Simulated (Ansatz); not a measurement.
Consider the ligand exchange at a Ge–Cl bond: `[Cl][GeH2][I]` + H–F → `[F][GeH2][I]` + HCl.

Calculated with Ansatz (gas phase, PBE0-D4/def2-TZVP geometries, no zero-point term in ΔE). CCSD(T)/CBS adds triple-zeta CCSD(T) − MP2 to the extrapolated MP2 energy (def2 sets, frozen cores). This one scheme is used for every species. Functionals use def2-TZVPP. def2 core potentials past Kr. For Ge, I outer-core shells are correlated without core-valence functions, which leaves a few kJ/mol of doubt a bond. Scalar relativity is left out up to krypton.

`[Cl][GeH2][I]`:

Z-matrix (Å, degrees):
```
Ge
Cl 1 2.145
I 1 2.499 2 109.2
H 1 1.530 2 107.6 3 118.0
H 1 1.530 2 107.6 3 -118.0
```

H–F:

Z-matrix (Å, degrees):
```
F
H 1 0.920
```

`[F][GeH2][I]`:

Z-matrix (Å, degrees):
```
Ge
F 1 1.734
I 1 2.492 2 107.2
H 1 1.530 2 106.6 3 -117.7
H 1 1.530 2 106.6 3 117.7
```

HCl:

Cartesian coordinates in Å:
```
Cl 0.303 0.560 -0.057
H -0.303 -0.560 0.057
```

| level | ΔE (kJ/mol) | difference from CCSD(T)/CBS |
| --- | --- | --- |
| ωB97M-V | 12.1 | -6.4 |
| PBE | 12.1 | -6.4 |
| revPBE | 11.2 | -7.3 |
| r2SCAN | 9.8 | -8.7 |
| PBE0 | 16.7 | -1.8 |
| CAM-B3LYP | 3.0 | -15.5 |
| CCSD(T)/def2-SVP | 1.3 | -17.2 |
| MP2/def2-QZVPP | 21.5 | 3.0 |
| CCSD(T)/def2-QZVPP | 14.2 | -4.3 |
| HF/CBS(def2) | 4.4 | -14.1 |
| CCSD(T)/CBS | 18.5 | 0 |

Largest T1 diagnostic among the species: 0.010.

From BLYP to BHLYP (50 % exact exchange), in def2-TZVPP and without D4, ΔE moves by +6.3 kJ/mol. The D4 term adds +5.6 kJ/mol with B3LYP and +3.0 kJ/mol with PBE0; it sums over pairs of atoms, weighted by their polarisabilities, and B3LYP, whose exchange is more repulsive, gets the larger term. Leaving LDA and LC-ωPBE aside and taking each functional with its dispersion term where it has one, the values, not all of them listed here, spread over 14.2 kJ/mol, from B97M-V to HSE06-D4.

B3LYP here is the variant with VWN-RPA as its local correlation; programs differ in this.
